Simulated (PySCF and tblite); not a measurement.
The numbers below are computed, except where a source is named.
**Pyramidal inversion: stationary points, barriers and rates**

System: C6H9NS, numbered as in [CH:1]1=[C:2]([C@H:3]2[CH2:4][NH:5]2)[S:6][CH2:7][CH2:8]1.

Motion: pyramidal inversion at N5. The path came from a restrained scan, a climbing-image band and a saddle search at GFN2-xTB; energies are PBE0/pcSseg-1 + D3(BJ), IEF-PCM benzene//GFN2-xTB, thermal terms GFN2-xTB. Rate constants are transition-state-theory values, counting equivalent paths, without tunnelling. Programs: tblite and PySCF.

```
 point  symmetry  E(GFN2) kcal/mol  E(DFT) kcal/mol  ZPE change kcal/mol  lowest mode cm⁻¹  dipole D
 start        C1               0.0              0.0                 0.00                51      2.79
saddle        C1              16.0             16.9                -1.54              936i      1.43
   end        C1               2.4              1.7                -0.10                43      2.66
```

* Electronic barrier: 16.9 kcal/mol
* Barrier with zero-point energy: 15.4 kcal/mol
* ΔH‡ (298 K): 15.4 kcal/mol
* ΔS‡ (298 K, symmetry apart): 0.6 cal/(mol K)
* Paths: 1 equivalent path
* End point: a different minimum
* Mean lifetime of the start against this motion at 298 K: 24 ms
* Cost: 92 s on 1 thread of Arm Neoverse V2, shared host (rough), peak memory 0.95 GiB, launched as `OMP_NUM_THREADS=1 python ens_run.py task.json out`

```tsv
T/K	ΔG‡ kcal/mol	k s⁻¹	ΔG kcal/mol	k back s⁻¹
250	15.3	0.24	1.5	4.8
298	15.2	41	1.5	511
350	15.2	2240	1.5	1.9×10⁴
400	15.2	4×10⁴	1.5	2.5×10⁵
```

ΔG and ΔG‡ leave out symmetry numbers and mirror images; rates count paths: 1 out, 1 back.
